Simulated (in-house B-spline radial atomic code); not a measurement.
## Ionising Br⁵⁺ with different functionals

Computed with a radial B-spline atomic code at the basis-set limit: four-component Dirac-Coulomb Hamiltonian, Fermi nucleus of rms radius 4.1629 fm, spin-restricted, spherical fractional occupations for the functionals. The ionisation energy is the difference of two self-consistent energies, [Ar] 3d10 4s2 → [Ar] 3d10 4s1, without Breit or QED terms; ε is the level of the shell that loses the electron (mean over j).

Hybrids are left out here: with spherical fractional occupations of an open shell their exact exchange keeps a self-interaction that integer-occupation calculations don't have.

| method | rung | ΔSCF (eV) | -ε(4s) (eV) |
| --- | --- | --- | --- |
| LDA VWN5 | LDA | 89.01 | 81.53 |
| relativistic LDA | LDA | 88.93 | 81.45 |
| LDA PW92 | LDA | 89.01 | 81.52 |
| LDA exchange-only | LDA | 87.46 | 79.96 |
| PBE | GGA | 88.49 | 81.02 |
| PBEsol | GGA | 88.43 | 81.04 |
| BLYP | GGA | 88.73 | 81.19 |
| RPBE | GGA | ? | ? |
| PW91 | GGA | 88.63 | 81.19 |
| BP86 | GGA | 88.66 | 81.26 |
| AM05 | GGA | ? | ? |
| OLYP | GGA | 87.87 | 80.55 |

Problem. What does AM05 give?

Solution. ΔSCF 88.40 eV, and -ε(4s) = 81.01 eV.

Problem. What does RPBE give?

Solution. ΔSCF 88.16 eV, and -ε(4s) = 80.77 eV.

Problem. How do they compare with the NIST value?

Solution. NIST lists 87.39 eV ± 0.025 (measured, ground level to ground level). Errors run from +0.07 to +1.62 eV; OLYP is closest (+0.48 eV), but part of that can be cancellation, since the calculations leave out Breit-QED terms, spin polarisation.
